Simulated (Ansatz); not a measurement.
A search over several starts for the lowest SCF solution of (HBe-mu-NH2)2 (Be₂N₂H₆) at the given spin, in a small basis.

```yaml
crystal:
  periodic: [false, false, false]
  atoms:
    - {symbol: Be, position_ang: [0.624351, 0.801316, -0.477860]}
    - {symbol: H, position_ang: [1.304921, 1.943621, -0.748727]}
    - {symbol: N, position_ang: [1.013035, -0.583554, 0.403745]}
    - {symbol: Be, position_ang: [-0.639241, -0.547854, 0.742644]}
    - {symbol: H, position_ang: [-1.365615, -0.907768, 1.830876]}
    - {symbol: N, position_ang: [-1.000693, 0.372440, -0.624303]}
    - {symbol: H, position_ang: [1.707629, -0.570455, 1.137386]}
    - {symbol: H, position_ang: [1.258006, -1.361463, -0.202599]}
    - {symbol: H, position_ang: [-1.736733, 1.064608, -0.621194]}
    - {symbol: H, position_ang: [-1.165660, -0.210890, -1.439979]}
basis:
  gaussian: {orbitals: def2-SVP, initial_orbitals: start.molden}
hamiltonian: {xc: pbe0, dispersion: d4}
output: {orbitals: {seedname: orbitals}}
```

The file start.molden holds the orbitals of an earlier run on this structure, at another level or in another basis.

```sh
$ ansatz run in.yaml --threads 4 --pin off --events-out ev --progress --plain --max-ram 3916MiB
```

Output, abridged:

```
Functional definition: PBE0
960 factors; their error is unknown
mean field evaluation 1: about -3875.1338 eV, gradient 6.9e0 eV
mean field evaluation 2: about -3875.2634 eV, gradient 9.3e-2 eV
mean field evaluation 4: about -3875.2463 eV, gradient 7.7e-5 eV
mean field evaluation 8: about -3875.2143 eV, gradient 4.2e0 eV
mean field evaluation 16: about -3875.2463 eV, gradient 2.5e-4 eV
mean field -3875.24628880 eV, -142.4126743772 hartree, gradient 8.1e-5 eV, S^2 0.000000; 1 other end points of the search recorded, 0 dependent functions left out
reference -3875.24633178 eV, -142.4126759568 hartree; 14, 14 occupied and 62, 62 virtual orbitals, 960 factors
Total energy: -3875.39482233 eV, -142.4181328837 hartree
```

Run time 1.5 s (4 threads of Intel Xeon on a shared host).
